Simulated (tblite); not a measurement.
Species: C₇H₉O (doublet state).
Structure used (GFN2-xTB), in Å, numbered top down from 1:
```xyz
17
C7H9O angstrom
O      3.1569   -0.7730   -0.7134
C      2.4579    0.2105   -0.5310
C      1.0692    0.1820   -0.1748
C      0.3426    1.3657    0.0163
C     -0.9679    1.3585    0.3802
C     -1.7262    0.0888    0.5428
C     -1.0971   -1.0322   -0.2839
C      0.3943   -1.1338    0.0229
H      2.8826    1.2282   -0.6395
H      0.8579    2.3075   -0.1171
H     -1.4871    2.2848    0.5754
H     -1.7178   -0.1900    1.6044
H     -2.7713    0.2360    0.2611
H     -1.5921   -1.9809   -0.0726
H     -1.2276   -0.8093   -1.3452
H      0.5352   -1.4456    1.0654
H      0.8835   -1.8851   -0.6007
```

Computed values, GFN2-xTB/tblite, gas phase, harmonic and unscaled. The method is semi-empirical: single wavenumbers can be off by several per cent or more. One conformer, not necessarily the lowest. Open shells enter through the occupations alone, without spin polarisation, and single modes of such species can be off by tens of per cent.

Harmonic wavenumbers (cm⁻¹): 81.0, 167.0, 198.6, 247.4, 301.5, 403.1, 422.5, 506.8, 587.1, 688.1, 719.2, 812.7, 848.2, 883.1, 909.1, 917.8, 965.3, 1011.1, 1041.0, 1088.8, 1114.2, 1158.4, 1192.4, 1212.2, 1250.6, 1279.2, 1320.7, 1338.3, 1356.4, 1380.2, 1427.1, 1446.9, 1456.4, 1487.6, 1514.4, 1644.1, 2752.6, 2900.0, 2906.6, 2974.1, 2980.9, 2985.6, 2996.0, 3061.6, 3085.2.

A = 4567, B = 1487, C = 1166 MHz; mass 109.065 u (most abundant isotopes); point group C1, symmetry number 1; spin multiplicity 2.

Task: What is the zero-point energy?

Result: ½Σν̃ = 30511 cm⁻¹ = 87.23 kcal/mol.

Task: What is S at 400 K and 1 bar for an ideal gas of classical rigid rotors and harmonic oscillators?

Result: Translation 41.46, rotation 28.97, vibration 24.62, spin (R ln 2) 1.38: S = 96.4 cal/(mol K).

Task: And Cp and H(400 K) − H(0)?

Result: Cp = 39.72 cal/(mol K), of which vibrations give 31.77 (their classical limit is 45 R = 89.4); H(400 K) − H(0) = 8.86 kcal/mol without the zero-point energy, 5.69 from vibrations.

Task: How do the functions run with temperature in this model?

Result: 
```json
{"T (K)": "50", "S (cal/(mol K))": "56.1", "Cp (cal/(mol K))": "9.9", "H − H(0) (kcal/mol)": "0.43", "G − H(0) (kcal/mol)": "-2.38", "ln q(vib)": "0.11"}
{"T (K)": "100", "S (cal/(mol K))": "64.2", "Cp (cal/(mol K))": "13.8", "H − H(0) (kcal/mol)": "1.02", "G − H(0) (kcal/mol)": "-5.40", "ln q(vib)": "0.58"}
{"T (K)": "298.15", "S (cal/(mol K))": "86.2", "Cp (cal/(mol K))": "30.2", "H − H(0) (kcal/mol)": "5.30", "G − H(0) (kcal/mol)": "-20.41", "ln q(vib)": "3.48"}
{"T (K)": "373.15", "S (cal/(mol K))": "93.8", "Cp (cal/(mol K))": "37.3", "H − H(0) (kcal/mol)": "7.83", "G − H(0) (kcal/mol)": "-27.16", "ln q(vib)": "4.76"}
{"T (K)": "500", "S (cal/(mol K))": "106.2", "Cp (cal/(mol K))": "48.0", "H − H(0) (kcal/mol)": "13.26", "G − H(0) (kcal/mol)": "-39.84", "ln q(vib)": "7.07"}
{"T (K)": "750", "S (cal/(mol K))": "128.7", "Cp (cal/(mol K))": "63.0", "H − H(0) (kcal/mol)": "27.28", "G − H(0) (kcal/mol)": "-69.28", "ln q(vib)": "11.83"}
{"T (K)": "1000", "S (cal/(mol K))": "148.3", "Cp (cal/(mol K))": "72.6", "H − H(0) (kcal/mol)": "44.32", "G − H(0) (kcal/mol)": "-103.96", "ln q(vib)": "16.51"}
```

q(vib) and H(0) count from the zero-point level.

Task: Blend soft modes into free rotors: weight 1/[1 + (100 cm⁻¹/ν̃)⁴] for the oscillator and the rest for a rotor with moment μB/(μ + B), μ = h/(8π²ν), B = 10⁻⁴⁴ kg m². What vibrational entropy results?

Result: 23.81 cal/(mol K) in place of 24.62, which changes −T·S at 400 K by +0.33 kcal/mol.

Task: Which modes carry the vibrational entropy at 400 K?

Result: 81.0 cm⁻¹: 4.44; 167.0 cm⁻¹: 3.03; 198.6 cm⁻¹: 2.70; 247.4 cm⁻¹: 2.28; 301.5 cm⁻¹: 1.92; 403.1 cm⁻¹: 1.41 cal/(mol K); the other 39 give 8.83 together.

Hindered rotation and anharmonicity are outside this model. Other conformers, if any are populated, would add a mixing term that is left out. The structure is chiral; the term R ln 2 for an equal mix with its mirror image is left out.
